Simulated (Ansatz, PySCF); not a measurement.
C3H7ClOSi, SMILES [Si@@H](C)(C(Cl)=C)O. Atoms are numbered in the order given.

```xyz
13

C      1.6181    -0.1923     1.2831
C      0.8474    -0.1225     0.1912
Cl     1.4576    -0.6916    -1.3690
Si    -0.9271     0.5128     0.1026
C     -2.0792    -0.8964    -0.3037
O     -1.3626     1.1171     1.6046
H      1.2096     0.1564     2.2362
H      2.6373    -0.5882     1.2703
H     -0.9621     1.5796    -0.9367
H     -3.1090    -0.5398    -0.4629
H     -1.7397    -1.4082    -1.2183
H     -2.0866    -1.6290     0.5190
H     -0.9912     1.9780     1.8416
```
Charge 0, spin multiplicity 1.

Geometry optimised at TPSSh-D3(BJ)/def2-SVP. The structure was generated by enumeration; whether it is a known compound was not checked. One conformer was computed; it need not be the lowest.

Two levels are set side by side: PBE-D3(BJ)/def2-SVP (Ansatz, a program for electronic structure) and TPSSh-D3(BJ)/def2-SVP (PySCF). Each level has its own optimised geometry; the coordinates shown are those of the second. Frequencies come from the Hessian of PySCF at each geometry. Differences are taken from unrounded values.

```
quantity                            TPSSh-D3(BJ)  PBE-D3(BJ)  PBE-D3(BJ) minus TPSSh-D3(BJ)
----------------------------------  ------------  ----------  -----------------------------
mean bond length (Å)                       1.374       1.381                          0.007
bond C1–C2 (Å)                             1.338       1.345                          0.007
bond C2–Cl3 (Å)                            1.769       1.765                         -0.004
bond C2–Si4 (Å)                            1.887       1.893                          0.006
bond Si4–C5 (Å)                            1.865       1.869                          0.005
bond Si4–O6 (Å)                            1.677       1.688                          0.012
bond C1–H7 (Å)                             1.094       1.102                          0.008
bond C1–H8 (Å)                             1.094       1.102                          0.008
bond Si4–H9 (Å)                            1.490       1.507                          0.018
bond C5–H10 (Å)                            1.101       1.108                          0.007
bond C5–H11 (Å)                            1.102       1.108                          0.007
bond C5–H12 (Å)                            1.102       1.109                          0.007
bond O6–H13 (Å)                            0.967       0.973                          0.006
highest harmonic wavenumber (cm⁻¹)          3839        3768                            -71
mean harmonic wavenumber (cm⁻¹)             1234        1200                            -34
zero-point energy (kcal/mol)               58.22       56.63                          -1.59
```

GGA bonds tend to be longer and softer than those of functionals with exact exchange. Differences between two approximate levels are no errors against the true value.
